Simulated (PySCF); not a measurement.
Ligands exchanged one at a time, Ga Cl-SH. Gas-phase values, no solvent. One relaxed conformer stands for each flexible species; it need not be the lowest. Strings in code marks are SMILES.

Quantity: redistribution energy (mixed species minus the weighted end members), in kJ/mol.

Case: 1 of 3 Cl replaced by SH: `[SH][Ga]([Cl])[Cl]` (H–S–Ga–Cl torsion 180°). The other species in the difference include `[Cl][Ga]([Cl])[Cl]` (neutral, multiplicity 1). Geometry of `[SH][Ga]([Cl])[Cl]` (neutral, multiplicity 1, Å):

```xyz
5

S      1.4210    -0.8587    -0.5511
Ga    -0.4822    -0.0898     0.1634
Cl    -2.0601    -1.4257     0.6339
Cl    -0.8171     1.9947     0.4096
H      1.9383     0.3795    -0.6558
```

Problem. Estimate the redistribution energy (mixed species minus the weighted end members) that PBE-D3(BJ)/def2-TZVP // r2SCAN-D4/def2-TZVP (PySCF) returns for this input.

Solution. -6.65 kJ/mol.
